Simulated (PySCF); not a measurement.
CH₅AlF, CH₅Al₂ (calculated)

Calculation on a computer-drawn molecule: the log of a Hartree-Fock and frozen-core CCSD(T) single point meant for a local Hartree-Fock minimum, with one planted fault or none, to be diagnosed. Offsets are logged minus clean, where the clean run is the same molecule without the fault. The reference is restricted for singlets and unrestricted otherwise, and also for a bond in bohr or an excited solution. Adding or removing an electron swaps singlet and doublet. The excited solution moves the top pair (singlet) or top alpha electron (doublet) to the lowest empty orbital. Highest occupied and lowest empty are orbital energies over both spins, largest force is the largest gradient component, triples share is (T) over the correlation energy, the T1 limit is 0.02 restricted and 0.045 unrestricted, electrons count all cores, a negative frequency is imaginary (commonest isotopes), and the dipole is about the centre of nuclear charge. Program: PySCF 2.14.0.

Common to all runs: meant multiplicity 1; logged SCF converged yes; logged CC converged yes; logged SCF stable within its kind yes; possible faults no fault, one electron removed, one electron added, multiplicity raised by two, geometry at a saddle point, SCF held on an excited solution, minimal basis STO-3G, one bond length entered in bohr, all coordinates scaled.

(1) CH₅AlF

Logged structure:
```xyz
8
CH5AlF
C     -1.0432    -1.4351    -0.4314
Al    -0.2162    -1.3592     1.3332
F      1.2142    -2.1797     1.2671
H     -1.2324    -2.4305    -0.7376
H     -1.9706    -0.9242    -0.4554
H     -0.4305    -0.9952    -1.1742
H     -1.1408    -2.0515     2.4163
H      0.0848     0.1395     1.7468
```

- meant charge: -1
- meant basis: aug-cc-pV(D+d)Z
- logged electrons: 34
- logged basis functions: 123
- logged spin squared: 0
- logged highest occupied: -5.2866 eV
- logged lowest empty: 3.4167 eV
- logged largest force: 0.029158 hartree/bohr
- logged T1 diagnostic: 0.01199
- logged D1 diagnostic: 0.026918
- logged triples share: 0.023568
- logged dipole magnitude: 2.3785 debye
- logged energy HF: -382.24899 hartree
- logged energy CCSD(T): -382.75684 hartree
- planted fault: all coordinates scaled, by -3.7 %
- HF energy offset from clean run: 5.447 kcal/mol
- CCSD(T) energy offset from clean run: 7.772 kcal/mol

Drawn bonds:
```tsv
atom	other atom	order
1	2	1
2	3	1
1	4	1
1	5	1
1	6	1
2	7	1
2	8	1
```

(2) CH₅Al₂

Logged structure:
```xyz
8
CH5Al2
C      0.1641    -1.7811    -1.6135
Al     0.3257     0.0163    -0.9048
Al    -0.7861     0.3613     1.5709
H     -0.8833    -2.0932    -1.6801
H      0.6007    -1.8419    -2.6140
H      0.6796    -2.5061    -0.9747
H      0.9398     1.3750    -1.3670
H     -1.4179     0.5745     2.9871
```

* meant charge: 1
* meant basis: cc-pV(D+d)Z
* logged electrons: 35
* logged basis functions: 85
* logged spin squared: 0.8559
* logged highest occupied: -20.162 eV
* logged lowest empty: -12.861 eV
* logged largest force: 0.077456 hartree/bohr
* logged T1 diagnostic: 0.059496
* logged D1 diagnostic: 0.2842
* logged triples share: 0.027517
* logged dipole magnitude: 3.5401 debye
* logged energy HF: -523.85281 hartree
* logged energy CCSD(T): -524.1339 hartree
* planted fault: one electron removed
* HF energy offset from clean run: 321 kcal/mol
* CCSD(T) energy offset from clean run: 335.3 kcal/mol

Drawn bonds:
```tsv
atom	other atom	order
1	2	1
2	3	1
1	4	1
1	5	1
1	6	1
2	7	1
3	8	1
```

Notes: T1 above single-reference limit.
